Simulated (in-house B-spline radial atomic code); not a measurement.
Computed with a B-spline radial atomic code. Model: two electrons, singlet ground state, non-relativistic, full CI in B-splines with partial waves to l = 8 (at full coupling up to 3e-4 hartree above the limit, correlation up to 0.6 % small), density held at that of full coupling by Lieb maximisation.

W(λ) is the mean repulsion in the state of coupling λ less the Hartree energy of the fixed density. Its start is exact exchange, its initial slope is twice the second-order Görling-Levy correlation energy, and its area from 0 to 1 is E_xc. A straight curve means weak, dynamic correlation, and a curve that drops fast and flattens means strong correlation.

Command:
```bash
python run_ac.py task.json out
```
Settings (lengths in bohr, energies in hartree):
```
potential              coulomb
strength               15
lmax                   8
```

Time taken, with all properties: 15 s on 1 thread of Intel(R) Xeon(R) Processor @ 2.30GHz (shared host).

**W = mean repulsion less Hartree energy, and W of three functionals.**

Given: confinement point charge; nuclear charge 15; external potential -Z/r.

Computed: PBE exchange minus exact 183.89 millihartree; SCAN exchange minus exact -3.9596 millihartree.

```csv
coupling,W xc (hartree),W xc minus exchange (millihartree),kinetic minus Kohn-Sham (millihartree),LDA (PW92) W minus its exchange (millihartree),PBE W minus its exchange (millihartree),SCAN W minus its exchange (millihartree)
0,-9.1526,0,0,0,0,0
0.02,-9.1545,-1.86,0,-17.23,-1.9,-1.86
0.05,-9.1573,-4.648,0.1,-37.44,-4.77,-4.62
0.12,-9.1638,-11.136,0.7,-77.03,-11.48,-11.03
0.25,-9.1758,-23.123,2.9,-138.44,-24,-22.79
0.4,-9.1895,-36.859,7.3,-199.35,-38.51,-36.17
0.6,-9.2077,-55.015,16.4,-270.92,-57.86,-53.74
0.8,-9.2256,-72.993,29,-335.16,-77.17,-71.04
1,-9.2434,-90.797,45,-394.12,-96.42,-88.09
1.4,?,?,?,?,?,?
2,-9.3299,-177.27,174.4,-639.99,-190.97,-170.05
3,-9.4124,-259.71,380.2,-837.52,-282.02,-247.28
4.5,?,?,?,?,?,?
7,-9.7068,-554.18,1834.9,-1409.7,-608.96,-519.58
10,-9.8964,-743.77,3440.5,-1721.2,-819.41,-694.04
```

(1) What belongs in the row 1.4?

(2) What belongs in the row 4.5?

(3) What is the LDA exchange minus exact?

**Energy parts, natural occupations and partial-wave weights.**

Computed: total energy -215.7818 hartree; exchange energy -9.1526 hartree; initial slope twice GL2 -0.093057 hartree; kinetic part over minus potential part 0.4958; Hartree energy 18.305 hartree; Kohn-Sham kinetic 215.74 hartree; Lieb Oxford ratio E_xc over LDA exchange 1.1712.

| natural | occupation of the shell (electrons) |
| --- | --- |
| s | 1.9998 |
| p | 0.00013714 |
| s | ? |
| d | 7.8852e-06 |
| p | 5.3883e-06 |
| s | 2.0422e-06 |

(4) What belongs in the row s?

```tsv
wave	weight
s	0.99992
p	?
d	4.4401e-06
f	6.6992e-07
g	1.6158e-07
```

(5) What belongs in the row p?

(6) What is the kinetic part of the DFT correlation energy?

(7) What is the correlation energy?

Answers

(1) W xc (hartree): -9.2785; W xc minus exchange (millihartree): -125.89; kinetic minus Kohn-Sham (millihartree): 87.1; LDA (PW92) W minus its exchange (millihartree): -500.54; PBE W minus its exchange (millihartree): -134.61; SCAN W minus its exchange (millihartree): -121.5.

(2) W xc (hartree): -9.529; W xc minus exchange (millihartree): -376.39; kinetic minus Kohn-Sham (millihartree): 816.7; LDA (PW92) W minus its exchange (millihartree): -1082.6; PBE W minus its exchange (millihartree): -411.47; SCAN W minus its exchange (millihartree): -355.62.

(3) 1298.7 millihartree.

(4) occupation of the shell (electrons): 8.1277e-05.

(5) weight: 7.1548e-05.

(6) 0.045017 hartree.

(7) -0.04578 hartree.

Half-way to full coupling W has made 51 % of its drop, against 50 % for a straight line, and second-order (GL2) theory, half the initial slope, overshoots the correlation energy by about 2 %: correlation is weak here. Over couplings 0 to 1 the errors in E_xc come to about +1120 millihartree for LDA, +181 millihartree for PBE, -2.9 millihartree for SCAN, so SCAN is nearest. In LDA and PBE and SCAN the errors of exchange and correlation have opposite signs, so the sum is smaller than the larger of the two.
